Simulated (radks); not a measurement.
Q: All-electron atom: Fe I in [Ar] 3d6 4s2 (the NIST ground configuration). Calculated with a radial shooting solver on a logarithmic mesh with Libxc functionals: scalar-relativistic Kohn-Sham, PBEsol, spin-unpolarised, spherical densities, point nucleus; hard spherical wall at 4 bohr. Some entries of the table are withheld. Estimate them.

| orbital | occ. | eigenvalue (hartree) | <r> (bohr) | <1/r> (bohr^-1) |
|---|---|---|---|---|
| 1s | 2 | -256.7236 | 0.05850 | 25.96 |
| 2s | 2 | -29.88389 | 0.2672 | 5.554 |
| 2p | 6 | -25.44209 | 0.2357 | 5.451 |
| 3s | 2 | -3.24665 | 0.8126 | 1.744 |
| 3p | 6 | -2.00490 | 0.8614 | 1.601 |
| 3d | 6 | (1) | 1.119 | 1.205 |
| 4s | 2 | 0.05562 | 2.220 | 0.5718 |
| 4p | 0 | (2) | 2.333 | 0.5457 |
| 4d | 0 | 0.83206 | 2.335 | 0.6258 |
| 5s | 0 | 1.49015 | 2.354 | 0.6439 |

A: 
(1) 3d eigenvalue (hartree): -0.08794
(2) 4p eigenvalue (hartree): 0.32746
